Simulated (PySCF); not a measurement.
## Ionisation energy of Pb⁵⁹⁺ by level of theory

Pb⁵⁹⁺ [Ar] 3d5 [3d3/2^4 3d5/2^1, M_J = 5/2] → Pb⁶⁰⁺ [Ar] 3d4 [3d3/2^4, M_J = 0], as a difference of total energies. Calculation: PySCF 2.14, in an uncontracted even-tempered set (15 s from 18 bohr⁻², ratio 2.8; 13 p from 24 bohr⁻², ratio 2.8; 8 d from 24 bohr⁻², ratio 2.8; 3 f from 78 bohr⁻², ratio 3); the two-component X2C-1e Hamiltonian. Correlated levels: [Ne] frozen; the 78 highest virtual spinors dropped. "Screened" scales the spin-orbit matrix elements by Boettger's factors to mimic the two-electron term; Breit and QED terms are absent.

```csv
method,ionisation energy (eV)
GHF (spin-free),6240.8
GMP2 (spin-free),6240.7
GHF (screened spin-orbit),6165.4
GMP2 (screened spin-orbit),6165.2
```

Breit and QED terms and the two-electron picture change are absent.

The spin-free rows relax to the high-spin LS determinant and lack the spin-orbit shift.

The labels give the starting determinants; with spin-orbit coupling the two ends relaxed to ⟨J²⟩ = 8.75, ⟨L²⟩ = 6.85, ⟨S²⟩ = 2.68 and ⟨J²⟩ = 0.00, ⟨L²⟩ = 2.49, ⟨S²⟩ = 2.49.

For comparison: 6162 ± 7 eV (theoretical estimate listed by NIST; NIST Atomic Spectra Database, ionization energies).
